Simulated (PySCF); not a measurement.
C₂H₃Cl₂FSi, SMILES FC([SiH3])=C(Cl)Cl. Geometry: PBE-D3(BJ)/def2-SVP. This is a generated structure with no PubChem entry under its InChIKey; it may be hypothetical.

Question: Give the equilibrium geometry at PBE-D3(BJ)/def2-SVP (PySCF confirms it by a frequency run) as a Z-matrix, and its point group. (Estimate from the structure and the level; the computed values follow.)

Answer: point group Cs.
```
C
F 1 1.3499
C 1 1.3584 2 118.42
Cl 3 1.7239 1 122.96 2 0.00
Cl 3 1.7355 1 120.02 2 180.00
Si 1 1.9019 2 117.25 3 180.00
H 6 1.5004 1 106.34 2 0.00
H 6 1.5018 7 110.18 1 119.65
H 6 1.5018 7 110.18 8 120.70
```
Charge 0, spin multiplicity 1.
